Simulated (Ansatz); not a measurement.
Consider the ligand exchange at the Si–C bond: `C[Si](C)(F)I` + H–F → `C[Si](F)(F)I` + CH₄.

Program: Ansatz. Geometries: PBE0-D4/def2-TZVP. ΔE: electronic, gas phase. CBS: MP2 limit from def2 TZ/QZ plus the TZ coupled-cluster correction, frozen cores. This one scheme is used for every species. def2 core potentials past Kr. For I outer-core shells are correlated without core-valence functions, which leaves a few kJ/mol of doubt a bond.

`C[Si](C)(F)I`:

```xyz
11

C    -0.771   -0.124    1.402
Si    0.223    0.579    0.009
C     0.343   -0.509   -1.483
F    -0.439    1.967   -0.432
I     2.479    1.097    0.811
H    -0.329   -1.058    1.755
H    -0.811    0.575    2.239
H    -1.793   -0.326    1.068
H     0.825   -1.456   -1.229
H     0.929   -0.025   -2.267
H    -0.656   -0.720   -1.874
```

H–F:

```xyz
2

F     0.208   -0.378   -0.160
H    -0.208    0.378    0.160
```

`C[Si](F)(F)I`:

```xyz
8

C     0.701   -0.063    0.763
Si   -0.593    0.171   -0.519
F    -2.035    0.143    0.136
F    -0.442    1.590   -1.208
I    -0.527   -1.513   -2.254
H     0.622    0.726    1.515
H     0.580   -1.031    1.253
H     1.694   -0.023    0.313
```

CH₄:

```xyz
5

C     0.000    0.000    0.000
H     0.446   -0.714   -0.692
H     0.666    0.854    0.119
H    -0.154   -0.479    0.967
H    -0.958    0.338   -0.394
```

```csv
species,MP2/def2-TZVPP energy (Eh)
`C[Si](C)(F)I`,-765.71628
H–F,-100.33585
`C[Si](F)(F)I`,-825.69376
CH₄,-40.41206
```

(1) Work out ΔE.

Largest T1 diagnostic among the species: 0.010.

Answers

(1) ΔE = (-825.69376) + (-40.41206) − (-765.71628) − (-100.33585) = -0.05369 Eh = -1.46 eV. CCSD(T)/CBS gives -1.46 eV.

In def2-TZVPP, CCSD(T) changes the Hartree–Fock value by +0.23 eV (the triples alone add +0.03 eV) and MP2 by +0.25 eV. The D4 term adds +0.07 eV with B3LYP and +0.04 eV with PBE0; it sums over pairs of atoms, weighted by their polarisabilities, and B3LYP, whose exchange is more repulsive, gets the larger term.

B3LYP here is the variant with VWN-RPA as its local correlation; programs differ in this.
